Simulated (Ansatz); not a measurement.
Gas-phase electronic energies from Ansatz, PBE0-D4/def2-TZVP geometries. CCSD(T)/CBS is the MP2 limit (def2-TZVPP, def2-QZVPP) plus CCSD(T) − MP2 in def2-TZVPP, frozen cores. For Br outer-core shells are correlated without core-valence functions, which leaves a few kJ/mol of doubt a bond. Scalar relativity is left out up to krypton. One conformer a species, not always the lowest.

`SB(Cl)Br` + `[SiH3]O[SiH2][SiH3]` → `[SiH3]OB(S)Cl` + `[SiH3][SiH2]Br`  (redistribution)

| species | HF/def2-SVP energy (Eh) |
| --- | --- |
| `SB(Cl)Br` | -3454.21991 |
| `[SiH3]O[SiH2][SiH3]` | -946.05351 |
| `[SiH3]OB(S)Cl` | -1247.56849 |
| `[SiH3][SiH2]Br` | -3152.73165 |

Work out ΔE.

ΔE = (-1247.56849) + (-3152.73165) − (-3454.21991) − (-946.05351) = -0.02672 Eh = -70.2 kJ/mol. CCSD(T)/CBS gives -47.8 kJ/mol.

What do rigid-rotor, harmonic-oscillator terms from PBE0-D4/def2-TZVP frequencies (298.15 K, 1 bar) make of the CCSD(T)/CBS value? (An estimate is asked.)

The calculation gave: ΔZPE = +1.3 kJ/mol, ΔH = -46.6 kJ/mol, ΔS = -5 J/(mol·K), ΔG = -45.1 kJ/mol. Modes under 50 cm⁻¹ make the entropy rough.

Largest T1 diagnostic among the species: 0.012.

At CCSD(T), def2-SVP lies −10.8 kJ/mol from the extrapolated value and def2-TZVPP +1.4 kJ/mol. From BLYP to BHLYP (50 % exact exchange), in def2-TZVPP and without D4, ΔE moves by −4.5 kJ/mol.
